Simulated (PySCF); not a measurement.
C₄H₄F₂O₂, SMILES O1C(F)(F)C[C@H]1C=O. Atoms are numbered in the order given.

```xyz
12

O      3.0917     0.2468     0.0959
C      2.0141    -0.1790    -0.2246
C      0.7435     0.6418    -0.1438
C     -0.1475     0.3487     1.0904
C     -1.1391    -0.1456     0.0380
F     -1.4545    -1.4532     0.0909
F     -2.2991     0.5269    -0.0519
O     -0.2912     0.1372    -1.0237
H      1.8557    -1.2309    -0.5810
H      0.9656     1.7044    -0.3255
H      0.2111    -0.4351     1.7701
H     -0.4796     1.2315     1.6488
```

Geometry optimised at B3LYP-D3(BJ)/def2-SVP. The structure was generated by enumeration; whether it is a known compound was not checked. Other conformers were not sampled.

These are SMD-PBE0/def2-SVP run with PySCF values and carry that method's errors.

Solvation free energies are E(SMD) − E(gas) at the gas-phase geometry, for 1 M in both phases. In vacuum the dipole moment is 1.67 D.

Computed solvation free energies in water, acetonitrile, cyclohexanone:
```
solvent        ΔG(solv) (kcal/mol)  its non-electrostatic (CDS) part  dipole (D)
-------------  -------------------  --------------------------------  ----------
water                         -5.3                               4.9        2.13
acetonitrile                  -7.4                              -0.2        2.07
cyclohexanone                 -7.3                              -0.9        2.05
```
